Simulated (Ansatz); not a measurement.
Ansatz (a quantum-chemistry and plane-wave program) input (revPBE/def2-TZVPD):

Ansatz 0.2 input:
```yaml
crystal:
  periodic: [false, false, false]
  atoms:
    - {symbol: Cl, position_ang: [1.97290894, 0.33833421, -0.18356225]}
    - {symbol: C, position_ang: [0.46844991, 0.60372505, 0.56218292]}
    - {symbol: Br, position_ang: [-1.05216201, -0.29305198, -0.05305039]}
    - {symbol: H, position_ang: [0.47551913, 0.88278748, 1.60422410]}
basis:
  gaussian:
    orbitals: def2-TZVPD
hamiltonian:
  xc: {name: revPBE}
magnetization: {spin_polarized: true, initial_magnetization: 1}
output: {forces: true}
```

End of the output:

```
integrals: 0.07 GiB planned
925 factors; their error is unknown
mean field: 0.60 GiB planned
mean field evaluation 1: about -83607.0761 eV, gradient 3.5e1 eV
mean field evaluation 2: about -83574.1502 eV, gradient 7.2e1 eV
mean field evaluation 4: about -83612.8583 eV, gradient 4.3e0 eV
mean field evaluation 8: about -83612.9393 eV, gradient 6.7e-2 eV
mean field evaluation 16: about -83612.9245 eV, gradient 1.8e-4 eV
mean field -83612.92447785 eV, -3072.7182996851 hartree, gradient 5.2e-5 eV, S^2 0.753851; 0 other end points of the search recorded, 0 dependent functions left out
the calculation of the forces begins
reference -83612.92455054 eV, -3072.7183023566 hartree; 30, 29 occupied and 119, 120 virtual orbitals, 925 factors
Total energy: -83612.92455054 eV, -3072.7183023566 hartree
Atom 0 at     1.972909     0.338334    -0.183562 Å, force     0.185184    -0.015076    -0.070393 eV/Å
Atom 1 at     0.468450     0.603725     0.562183 Å, force    -0.025251     0.004431    -0.220151 eV/Å
Atom 2 at    -1.052162    -0.293052    -0.053050 Å, force    -0.160581    -0.077009    -0.042692 eV/Å
Atom 3 at     0.475519     0.882787     1.604224 Å, force     0.000648     0.087653     0.333236 eV/Å
Dipole moment:    -0.001142     0.027544     0.157625 e Å
```

It need not be the lowest isomer of its formula.
